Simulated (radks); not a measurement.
W27+, configuration [Kr] 4d10 4f1. Method: non-relativistic Kohn-Sham, LDA (Slater exchange, Perdew-Wang correlation), spin-unpolarised, spherical densities, point nucleus; relativity is left out, which matters for an element this heavy; computed with a radial shooting solver on a logarithmic mesh with Libxc functionals.

Normalised radial functions P(r) = r R(r), r in bohr:

```
   r/bohr * 3s, o 4p, + 4d (the largest magnitude, 2.46, reaches the edge; | marks zero, & curves that meet)
 0.001802                             &  *
 0.002603                             &    *
 0.003731                             &     *
  0.00539                             +o      *
 0.007788                             +o       *
  0.01116                             + o      *
  0.01613                             +   o   *
   0.0233                             |+*   o
  0.03367                       *     | +     o
  0.04826               *             |   +   o
  0.06973              *              |   o   +
   0.1007                         o * |          +
   0.1444                  o          |         +       *
   0.2086                      o      |+                         *
   0.3015                 +           |         o      *
   0.4356          +                  |    *             o
   0.6243                 +           |*           o
    0.902                          +  *  o
    1.303                             &
```

3s: eigenvalue -3307.5 eV, 2 radial nodes at r = 0.0264, 0.104 bohr, <r> = 0.219 bohr, 90 % of the charge inside 0.319 bohr. 4p: eigenvalue -1217.7 eV, 2 radial nodes at r = 0.0847, 0.247 bohr, <r> = 0.458 bohr, 90 % of the charge inside 0.656 bohr. 4d: eigenvalue -1062.5 eV, 1 radial node at r = 0.218 bohr, <r> = 0.455 bohr, 90 % of the charge inside 0.665 bohr.
